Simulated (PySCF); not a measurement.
Simulated Cl 2p region for `[Cl][Al-]([Cl])([Cl])[Cl]`, binding energy against the vacuum level.

Every computed line was given a Gaussian of 0.4 eV full width at half maximum and an area set by the number of equivalent atoms (split 2:1 within a doublet); the highest printed point is 100. Computed with delta-SCF UKS SCAN, pcX-2 on the ionised atom, pcseg-1 elsewhere, spin-free X2C (PySCF 2.14.0).

| binding energy (eV) | intensity |
| --- | --- |
| 200.8 | 1 |
| 200.9 | 5 |
| 201.0 | 18 |
| 201.1 | 45 |
| 201.2 | 80 |
| 201.3 | 100 |
| 201.4 | 89 |
| 201.5 | 56 |
| 201.6 | 25 |
| 201.7 | 8 |
| 201.8 | 2 |
| 201.9 | 0 |
| 202.0 | 0 |
| 202.1 | 0 |
| 202.2 | 0 |
| 202.3 | 0 |
| 202.4 | 0 |
| 202.5 | 1 |
| 202.6 | 5 |
| 202.7 | 14 |
| 202.8 | 31 |
| 202.9 | 46 |
| 203.0 | 49 |
| 203.1 | 37 |
| 203.2 | 20 |
| 203.3 | 7 |
| 203.4 | 2 |
| 203.5 | 0 |

How many maxima does the curve show, and how many computed lines lie under it?

The curve has 2 maxima (at 201.3 and 203.0 eV). Under it lie 2 lines from 1 inequivalent chlorine site, drawn as a 2p3/2, 2p1/2 pair.

Decompose the envelope and assign each component. Numbering: `[Cl:1][Al-:2]([Cl:3])([Cl:4])[Cl:5]`.

| position (eV) | relative area | line | atoms | environment |
| --- | --- | --- | --- | --- |
| 201.32 | 2.67 | Cl 2p3/2 | Cl1/Cl3/Cl4/Cl5 | chlorine bonded to Al |
| 202.97 | 1.33 | Cl 2p1/2 | Cl1/Cl3/Cl4/Cl5 | chlorine bonded to Al |

The curve has no shake-up lines and no vibrational structure. Atoms equivalent by their bonding share one computed value, that of the first of them. 2p3/2 and 2p1/2 are the ΔSCF energy of one spin-free 2p hole plus the eigenvalues of a spin–orbit and ligand-field matrix of the shell. 2p1/2 minus 2p3/2 (ligand field included): Cl 1.65 eV. The species carries charge -1, so core ionisation leaves a neutral species. The basis sets have no added diffuse functions. Geometry: PBE0-D3(BJ)/def2-SVP; no solvent, vibrations or thermal averaging.

On Arm Neoverse V2, one thread, shared host with 96 logical CPUs at a one-minute load of 28, this took 10 s of wall time and 0.47 GiB of memory at its peak.
